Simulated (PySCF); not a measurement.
Gas-phase reaction: 5 Br₂ + 2 BCl₂ ⇌ 2 BBr₃ + 4 BrCl

Energies from PySCF, thermal terms from the rigid-rotor harmonic-oscillator model, ideal gas at 1 bar. † marks an energy on the PBE0/def2-TZVP geometry and frequencies; other levels use their own. MP2 freezes the core. Open shells (unrestricted): BCl₂ (multiplicity 2); the rest are closed-shell singlets. B3LYP is the form with VWN-RPA correlation. Br: all electrons, no relativistic terms. MP2 isn't extrapolated to the basis-set limit.

```csv
level,"ΔH°(298 K), kJ"
B3LYP/def2-TZVP†,-396
BLYP/def2-TZVP†,-380
HF/def2-TZVP†,-313
MP2/def2-TZVPP†,-501
PBE/def2-TZVP†,(withheld)
PBE0/def2-QZVP†,(withheld)
PBE0/def2-TZVP,-426
r2SCAN/def2-TZVP†,(withheld)
ωB97X-V/def2-TZVP†,(withheld)
```

Question: Complete the blanks.

Answer: 
- PBE/def2-TZVP†, ΔH°(298 K), kJ: -421
- PBE0/def2-QZVP†, ΔH°(298 K), kJ: -419
- r2SCAN/def2-TZVP†, ΔH°(298 K), kJ: -417
- ωB97X-V/def2-TZVP†, ΔH°(298 K), kJ: -453
